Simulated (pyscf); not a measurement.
**H₂B–O–GeH₃ (SMILES B[O][GeH3]), singlet**

Gas-phase minimum from PySCF at ωB97X-D3(BJ)/def2-SVP, one conformer. 

```
O
B 1 1.3467
H 2 1.2133 1 118.07
H 2 1.2201 3 121.33 1 -179.87
Ge 1 1.8039 2 127.03 3 -179.88
H 5 1.5314 1 106.07 2 -120.60
H 5 1.5315 6 111.66 1 115.11
H 5 1.5342 6 112.22 7 126.98
```

Properties at ωB97X-D3(BJ)/def2-SVP:

| Item | Result |
|---|---|
| Harmonic wavenumbers, unscaled | 57, 234, 305, 606, 651, 662, 881, 889, 898, 1027, 1070, 1220, 1411, 2207, 2221, 2224, 2525, 2628 cm⁻¹ |
| Zero-point energy | 31.0 kcal/mol |
| Rotational symmetry number | 1 |
| Entropy of this conformer at 298 K and 1 atm, rigid rotor and harmonic oscillator, modes under 100 cm⁻¹ raised to 100 | 301.8 J/(mol K) |
| Dipole moment | 2.16 D |

Single-point totals, which compare only within one level (frozen core for MP2 and CC):

| level | total energy (hartree) |
|---|---|
| ωB97X-D3(BJ)/def2-TZVP | -2180.15798 |
| PBE/def2-TZVP | -2179.70752 |
| r²SCAN/def2-TZVP | -2180.09300 |
| B3LYP-D3(BJ)/def2-TZVP | -2180.22860 |
| PBE0-D3(BJ)/def2-TZVP | -2179.77788 |
| M06-2X/def2-TZVP | -2180.12230 |
| ωB97M-D3(BJ)/def2-TZVP | -2180.20628 |
| HF/def2-TZVPP | -2177.91651 |
| MP2/def2-TZVPP | -2178.51944 |
| CCSD/def2-TZVPP | -2178.54522 |
| CCSD(T)/def2-TZVPP | -2178.56692 |

Soft torsions are taken as harmonic, which can shift the entropy by several J/(mol K). The CCSD(T) − MP2 part came from Ansatz, without density fitting, on the same reference. The frozen core leaves the outer d or s,p core shells of the metals and heavy elements correlated in the MP2 and CC values, and def2-TZVPP describes them poorly, so these totals are far from the basis limit. Elements up to Kr have no core potential and no relativistic terms here.
